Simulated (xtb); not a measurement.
xtb input (GFN2-xTB):

```bash
xtb mol.xyz --gfn 2 --sp --chrg 1 --uhf 0
```
mol.xyz:
```
15

Si     0.04853641     0.11906320    -0.14091249
C      1.79537568    -0.43771188    -0.29877667
N     -0.57177155    -0.97933093     1.33898419
N     -0.95455043    -0.32217123    -1.41511022
N     -0.29939772     1.65937108     0.45326030
H      2.28130421     0.10946922    -1.10888815
H      2.36513226    -0.24011475     0.61219378
H      1.87274642    -1.50425651    -0.52106471
H     -0.04841080    -0.83465163     2.20335326
H     -0.53025526    -1.97499614     1.11861422
H     -1.86523302     0.07267283    -1.59167555
H     -0.62512837    -0.87006941    -2.19446698
H      0.24247235     2.12323533     1.16642458
H     -0.81796583     2.32505079    -0.09967723
H     -1.54638791    -0.75203582     1.54068154
```

Output:

```
           -------------------------------------------------
          |                Calculation Setup                |
           -------------------------------------------------

           -------------------------------------------------
          |                 G F N 2 - x T B                 |
           -------------------------------------------------

        Reference                      10.1021/acs.jctc.8b01176
      * Hamiltonian:
        H0-scaling (s, p, d)           1.850000    2.230000    2.230000
        zeta-weighting                 0.500000
      * Dispersion:
        s8                             2.700000
        a1                             0.520000
        a2                             5.000000
        s9                             5.000000
      * Repulsion:
        kExp                           1.500000    1.000000
        rExp                           1.000000
      * Coulomb:
        alpha                          2.000000
        third order                    shell-resolved
        anisotropic                    true
        a3                             3.000000
        a5                             4.000000
        cn-shift                       1.200000
        cn-exp                         4.000000
        max-rad                        5.000000

          ...................................................
          :                      SETUP                      :
          :.................................................:
          :  # basis functions                  36          :
          :  # atomic orbitals                  35          :
          :  # shells                           21          :
          :  # electrons                        32          :
          :  max. iterations                   250          :
          :  Hamiltonian                  GFN2-xTB          :
          :  restarted?                      false          :
          :  GBSA solvation                  false          :
          :  PC potential                    false          :
          :  electronic temp.          300.0000000     K    :
          :  accuracy                    1.0000000          :
          :  -> integral cutoff          0.2500000E+02      :
          :  -> integral neglect         0.1000000E-07      :
          :  -> SCF convergence          0.1000000E-05 Eh   :
          :  -> wf. convergence          0.1000000E-03 e    :
          :  Broyden damping             0.4000000          :
          :  net charge                          1          :
          :  unpaired electrons                  0          :
          ...................................................

 iter      E             dE          RMSdq      gap      omega  full diag
   1    -17.5335575 -0.175336E+02  0.460E+00    6.65       0.0  T
   2    -17.6057448 -0.721873E-01  0.305E+00    6.51       1.0  T
   3    -17.6084976 -0.275275E-02  0.220E+00    6.52       1.0  T
   4    -17.6085053 -0.775558E-05  0.944E-01    6.39       1.0  T
   5    -17.6091569 -0.651573E-03  0.468E-01    6.66       1.0  T
   6    -17.6099293 -0.772425E-03  0.278E-01    6.53       1.0  T
   7    -17.6100773 -0.148001E-03  0.669E-02    6.60       1.0  T
   8    -17.6100788 -0.146697E-05  0.159E-02    6.59       1.6  T
   9    -17.6100798 -0.955769E-06  0.490E-03    6.59       5.3  T
  10    -17.6100798  0.136161E-07  0.156E-03    6.59      16.5  T
  11    -17.6100798 -0.195734E-07  0.747E-04    6.59      34.6  T
  12    -17.6100798 -0.623576E-09  0.152E-04    6.59     169.5  T

   *** convergence criteria satisfied after 12 iterations ***

         #    Occupation            Energy/Eh            Energy/eV
      -------------------------------------------------------------
         1        2.0000           -0.9251013             -25.1733
       ...           ...                  ...                  ...
        10        2.0000           -0.6556913             -17.8423
        11        2.0000           -0.6347496             -17.2724
        12        2.0000           -0.6101174             -16.6021
        13        2.0000           -0.6088089             -16.5665
        14        2.0000           -0.5890118             -16.0278
        15        2.0000           -0.5552041             -15.1079
        16        2.0000           -0.5482831             -14.9195 (HOMO)
        17                         -0.3061290              -8.3302 (LUMO)
        18                         -0.2849952              -7.7551
        19                         -0.2597641              -7.0685
        20                         -0.2075746              -5.6484
        21                         -0.1303846              -3.5479
       ...                                ...                  ...
        35                          0.5973203              16.2539
      -------------------------------------------------------------
                  HL-Gap            0.2421541 Eh            6.5893 eV
             Fermi-level           -0.4272061 Eh          -11.6249 eV

 SCC (total)                   0 d,  0 h,  0 min,  0.016 sec
 SCC setup                      ...        0 min,  0.000 sec (  1.706%)
 Dispersion                     ...        0 min,  0.000 sec (  0.811%)
 classical contributions        ...        0 min,  0.000 sec (  0.338%)
 integral evaluation            ...        0 min,  0.002 sec ( 12.096%)
 iterations                     ...        0 min,  0.009 sec ( 55.634%)
 molecular gradient             ...        0 min,  0.004 sec ( 26.963%)
 printout                       ...        0 min,  0.000 sec (  2.267%)

         :::::::::::::::::::::::::::::::::::::::::::::::::::::
         ::                     SUMMARY                     ::
         :::::::::::::::::::::::::::::::::::::::::::::::::::::
         :: total energy             -17.366985609429 Eh    ::
         :: gradient norm              0.029172932105 Eh/a0 ::
         :: HOMO-LUMO gap              6.589348440994 eV    ::
         ::.................................................::
         :: SCC energy               -17.610043205539 Eh    ::
         :: -> isotropic ES            0.117190669939 Eh    ::
         :: -> anisotropic ES         -0.003269723370 Eh    ::
         :: -> anisotropic XC          0.006799183821 Eh    ::
         :: -> dispersion             -0.007678256814 Eh    ::
         :: repulsion energy           0.243057596110 Eh    ::
         :: add. restraining           0.000000000000 Eh    ::
         :: total charge               1.000000000000 e     ::
         :::::::::::::::::::::::::::::::::::::::::::::::::::::

           -------------------------------------------------
          |                Property Printout                |
           -------------------------------------------------

    * Orbital Energies and Occupations

         #    Occupation            Energy/Eh            Energy/eV
      -------------------------------------------------------------
         1        2.0000           -0.9251013             -25.1733
       ...           ...                  ...                  ...
         4        2.0000           -0.7342058             -19.9788
         5        2.0000           -0.7330706             -19.9479
         6        2.0000           -0.7293689             -19.8471
         7        2.0000           -0.7058859             -19.2081
         8        2.0000           -0.6726545             -18.3039
         9        2.0000           -0.6671831             -18.1550
        10        2.0000           -0.6556913             -17.8423
        11        2.0000           -0.6347496             -17.2724
        12        2.0000           -0.6101174             -16.6021
        13        2.0000           -0.6088089             -16.5665
        14        2.0000           -0.5890118             -16.0278
        15        2.0000           -0.5552041             -15.1079
        16        2.0000           -0.5482831             -14.9195 (HOMO)
        17                         -0.3061290              -8.3302 (LUMO)
        18                         -0.2849952              -7.7551
        19                         -0.2597641              -7.0685
        20                         -0.2075746              -5.6484
        21                         -0.1303846              -3.5479
        22                         -0.1257148              -3.4209
        23                         -0.1055787              -2.8729
        24                         -0.0231149              -0.6290
        25                         -0.0181407              -0.4936
        26                         -0.0096757              -0.2633
        27                          0.0214011               0.5824
       ...                                ...                  ...
        35                          0.5973203              16.2539
      -------------------------------------------------------------
                  HL-Gap            0.2421541 Eh            6.5893 eV
             Fermi-level           -0.4272061 Eh          -11.6249 eV

     #   Z          covCN         q      C6AA      α(0)
     1  14 Si       3.317     0.551   115.756    21.712
     2   6 C        3.654    -0.223    25.303     7.222
     3   7 N        3.369    -0.298    27.663     7.812
     4   7 N        2.542    -0.373    29.659     8.088
     5   7 N        2.542    -0.373    29.674     8.090
     6   1 H        0.924     0.078     2.004     2.214
     7   1 H        0.924     0.070     2.081     2.256
     8   1 H        0.924     0.073     2.055     2.242
     9   1 H        0.860     0.231     0.962     1.537
    10   1 H        0.860     0.232     0.955     1.531
    11   1 H        0.861     0.198     1.116     1.655
    12   1 H        0.861     0.202     1.094     1.638
    13   1 H        0.861     0.198     1.115     1.654
    14   1 H        0.861     0.201     1.099     1.642
    15   1 H        0.860     0.232     0.957     1.532

 Mol. C6AA /au·bohr⁶  :       1847.806944
 Mol. C8AA /au·bohr⁸  :      53372.304101
 Mol. α(0) /au        :         70.823699

Wiberg/Mayer (AO) data.
largest (>0.10) Wiberg bond orders for each atom

 ---------------------------------------------------------------------------
     #   Z sym  total        # sym  WBO       # sym  WBO       # sym  WBO
 ---------------------------------------------------------------------------
     1  14 Si   4.031 --     4 N    1.253     5 N    1.241     2 C    0.918
                             3 N    0.533
     2   6 C    3.987 --     6 H    0.977     7 H    0.974     8 H    0.973
                             1 Si   0.918
     3   7 N    3.489 --    15 H    0.945     9 H    0.945    10 H    0.945
                             1 Si   0.533
     4   7 N    3.279 --     1 Si   1.253    12 H    0.944    11 H    0.943
     5   7 N    3.271 --     1 Si   1.241    13 H    0.944    14 H    0.942
     6   1 H    0.994 --     2 C    0.977
     7   1 H    0.995 --     2 C    0.974
     8   1 H    0.995 --     2 C    0.973
     9   1 H    0.947 --     3 N    0.945
    10   1 H    0.946 --     3 N    0.945
    11   1 H    0.961 --     4 N    0.943
    12   1 H    0.959 --     4 N    0.944
    13   1 H    0.961 --     5 N    0.944
    14   1 H    0.959 --     5 N    0.942
    15   1 H    0.946 --     3 N    0.945
 ---------------------------------------------------------------------------

Topologies differ in total number of bonds
Writing topology from bond orders to xtbtopo.mol

molecular dipole:
                 x           y           z       tot (Debye)
 q only:       -0.683      -0.493       0.840
   full:       -0.666      -0.728       1.138       3.829
molecular quadrupole (traceless):
                xx          xy          yy          xz          yz          zz
 q only:       -3.217       0.973       0.624      -0.276      -2.463       2.593
Note: The following floating-point exceptions are signalling: IEEE_UNDERFLOW_FLAG IEEE_DENORMAL
normal termination of xtb
  q+dip:       -3.808       0.836       0.874       0.491      -2.333       2.934
   full:       -4.064       1.125       0.593       0.033      -3.326       3.471

           -------------------------------------------------
          | TOTAL ENERGY              -17.366985609429 Eh   |
          | GRADIENT NORM               0.029172932105 Eh/α |
          | HOMO-LUMO GAP               6.589348440994 eV   |
           -------------------------------------------------

------------------------------------------------------------------------
------------------------------------------------------------------------
 total:
 SCF:
```

It need not be the lowest isomer of its formula.
